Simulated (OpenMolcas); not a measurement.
Ru4+ among 6 point charges of -1.7 e arranged as an octahedron (Oh), 1.69 Å from the ion.

```
Program             : OpenMolcas
Method              : SS-CASPT2, IPEA 0.25 Eh, imaginary shift 0.1 Eh (closed shells correlated: 4s 4p)
Basis               : ANO-RCC-VTZP [7s6p4d2f1g]
Scalar Hamiltonian  : DKH2, point nucleus
Active space        : 4 electrons in 5 orbitals (4d)
State averaging     : 2S+1 = 5 even, 5 roots; 2S+1 = 3 even, 45 roots; 2S+1 = 1 even, 50 roots
Spin-orbit coupling : RASSI with atomic mean-field integrals over the reference wave functions
```

(1) What is the spin-free ground state (labels of O, the rotations of Oh)?

(2) Where is the first state of the same spin?

(3) What are the lowest two levels with spin-orbit coupling?

(4) What is χT at 300 K, and how does it compare with the textbook value?

(5) Which ligand-field parameters describe the states?

Answers

(1) 5E, 2-fold in its orbital part, 100 % from free-ion D terms; it has the highest spin that d4 allows.

(2) 5T2 at 14100 cm-1 above the ground state.

(3) A 1-fold level A1, then a 3-fold level T1 290 cm-1 above it. Their leading multiplicities are 5 (90 %) and 5 (94 %).

(4) The lowest level has 2S+1 = 5, for which the spin-only value is χT = S(S+1) / 2 = 3.000 cm3 K/mol (g = 2). The computed 2.191 at 300 K differs by -0.809, through orbital momentum, spin-orbit coupling and any other state in reach.

(5) A least-squares ligand-field fit to the states below 45000 cm-1, each weighted by its degeneracy and with a free common offset, gives 10Dq = 14432 cm-1, B = 714 cm-1 and C = 3464 cm-1 (C/B = 4.85), with an rms deviation of 551 cm-1. 

Roots that are degenerate in the reference are averaged as groups; the widest CASPT2 spread within a group is 360 cm-1 (the 2-fold group of multiplicity 1 near 77600 cm-1 above the lowest state of its run). Shifts and gaps below about the spread of the groups concerned are not significant. An orbital doublet at a regular site is open to a Jahn-Teller distortion, which this geometry leaves out. This shell can be high or low spin here, a state of another spin lies low, and with metal d orbitals alone active their balance is uncertain, so the ground spin may be wrong. Point charges give a weaker field than real ligands, and real ions of this kind are as a rule low spin; the high spin found here belongs to the model. This field is weak: 10Dq is about 14432 cm-1, while octahedral complexes of 4d ions of charge 3 and more, computed by the same method with explicit ligands, had a median near 25000 cm-1. Ground spin and moment need not be those of a real site. Free-ion shares, where given, are those of the reference states; single-state CASPT2 does not remix them. Point charges carry no covalency, so the field is a model and not that of real ligands. No measured value stands beside these numbers.
